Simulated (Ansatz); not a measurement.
Wavefunction ladder for CH6InP, SMILES `[CH3][InH][PH2]`

Cartesian coordinates in Å:
```
C 0.674 0.572 1.463
In 0.277 -0.763 -0.179
P -0.657 0.156 -2.308
H 1.663 0.377 1.882
H 0.613 1.614 1.150
H -0.063 0.400 2.251
H 0.666 -2.448 -0.123
H -1.580 -0.909 -2.484
H -1.592 1.001 -1.651
```

Total charge 0; spin multiplicity 1. Correlated methods include outer-core shells of In, which these sets cover unevenly. In: def2 effective core potential. All single points use the PBE0-D4/def2-TZVP geometry. It is one conformer, not always the lowest. Frozen core, restricted reference, Ansatz.

```tsv
basis	HF (Eh)	MP2 corr.	CCSD corr.	(T)	CCSD(T) total
def2-SVP	?	?	-0.41313	-0.01260	?
def2-TZVPP	-571.32401	-0.63612	-0.67147	?	?
def2-QZVPP	-571.33724	?	–	–	–
```

(1) Fill in the withheld values. (An estimate is asked.)

Results:

(1) Ansatz gave: def2-SVP HF (Eh): -571.15255; def2-SVP MP2 corr.: -0.36231; def2-SVP CCSD(T) total: -571.57828; def2-TZVPP (T): -0.02430; def2-TZVPP CCSD(T) total: -572.01978; def2-QZVPP MP2 corr.: -0.84734.
